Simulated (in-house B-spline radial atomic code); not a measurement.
Computed with a B-spline radial atomic code. Model: two electrons, singlet ground state, non-relativistic, full CI in B-splines with partial waves to l = 8 (at full coupling up to 3e-4 hartree above the limit, correlation up to 0.6 % small), density held at that of full coupling by Lieb maximisation.

W(λ) is the mean repulsion in the state of coupling λ less the Hartree energy of the fixed density. Its start is exact exchange, its initial slope is twice the second-order Görling-Levy correlation energy, and its area from 0 to 1 is E_xc. A straight curve means weak, dynamic correlation, and a curve that drops fast and flattens means strong correlation.

Command:
```bash
python run_ac.py task.json out
```
Settings (lengths in bohr, energies in hartree):
```
potential              gauss
strength               0.958
lmax                   8
second                 10.3
```

Cost of the run: 39 s on 1 thread of Intel(R) Xeon(R) Processor @ 2.30GHz (shared host).

**W = mean repulsion less Hartree energy, and W of three functionals.**

Given: confinement Gaussian well; well depth 0.958 hartree; well width 10.3 bohr; external potential -V exp(-r^2/w^2).

Computed: LDA exchange minus exact 33.535 millihartree; PBE exchange minus exact 9.8436 millihartree.

```tsv
coupling	W xc (hartree)	W xc minus exchange (millihartree)	kinetic minus Kohn-Sham (millihartree)	LDA (PW92) W minus its exchange (millihartree)	PBE W minus its exchange (millihartree)	SCAN W minus its exchange (millihartree)
0	-0.23384	0	0	0	0	0
0.02	-0.23584	-1.999	0.02	-8.58	-3.26	-1.85
0.05	-0.23869	-4.849	0.12	-16.44	-7.45	-4.44
0.12	-0.24471	-10.872	0.63	-29.04	-15.48	-9.88
0.25	-0.25395	-20.117	2.31	-44.52	-26.8	-18.33
0.4	?	?	?	?	?	?
0.6	-0.27058	-36.738	9.1	-68.64	-46.5	-34.46
0.8	-0.27681	-42.975	13.44	-77.45	-54.13	-40.98
1	-0.28165	-47.814	17.78	-84.39	-60.26	-46.24
1.4	-0.28869	-54.857	26.13	-94.81	-69.63	-54.22
2	-0.29557	-61.734	37.67	-105.54	-79.43	-62.23
3	-0.30248	-68.639	54.61	-117.03	-90.08	-70.19
4.5	?	?	?	?	?	?
7	-0.31384	-80.007	107	-137.82	-109.63	-81.6
```

Question: What belongs in the row 0.4?

Answer: W xc (hartree): -0.26225; W xc minus exchange (millihartree): -28.411; kinetic minus Kohn-Sham (millihartree): 4.98; LDA (PW92) W minus its exchange (millihartree): -56.82; PBE W minus its exchange (millihartree): -36.6; SCAN W minus its exchange (millihartree): -26.18.

Question: What belongs in the row 4.5?

Answer: W xc (hartree): -0.3084; W xc minus exchange (millihartree): -74.566; kinetic minus Kohn-Sham (millihartree): 76.42; LDA (PW92) W minus its exchange (millihartree): -127.56; PBE W minus its exchange (millihartree): -99.94; SCAN W minus its exchange (millihartree): -76.54.

Question: What is the SCAN exchange minus exact?

Answer: 0.35788 millihartree.

**Energy parts, natural occupations and partial-wave weights.**

Computed: total energy -1.3064 hartree; exchange energy -0.23384 hartree; correlation energy -0.030038 hartree; kinetic part of the DFT correlation energy 0.017776 hartree; kinetic part over minus potential part 0.37177; Hartree energy 0.46767 hartree; Kohn-Sham kinetic 0.13131 hartree.

| natural | occupation of the shell (electrons) |
| --- | --- |
| s | 1.8462 |
| p | 0.14387 |
| s | 0.0083029 |
| d | 0.0010606 |
| p | ? |
| f | 0.00011629 |

Question: What belongs in the row p?

Answer: occupation of the shell (electrons): 0.00032252.

```json
{"wave": "s", "weight": "0.92726"}
{"wave": "p", "weight": "0.072103"}
{"wave": "d", "weight": "0.000553"}
{"wave": "f", "weight": "?"}
{"wave": "g", "weight": "1.3786e-05"}
```

Question: What belongs in the row f?

Answer: weight: 6.4092e-05.

Question: What is the Lieb Oxford ratio E_xc over LDA exchange?

Answer: 1.3174.

Question: What is the initial slope twice GL2?

Answer: -0.1019 hartree.

Half-way to full coupling W has made 68 % of its drop, against 50 % for a straight line, and second-order (GL2) theory, half the initial slope, overshoots the correlation energy by about 70 %: correlation is strong. Over couplings 0 to 1 the errors in E_xc come to about +5.7 millihartree for LDA, +1.4 millihartree for PBE, +2.1 millihartree for SCAN, so PBE is nearest. In LDA and PBE the errors of exchange and correlation have opposite signs, so the sum is smaller than the larger of the two.
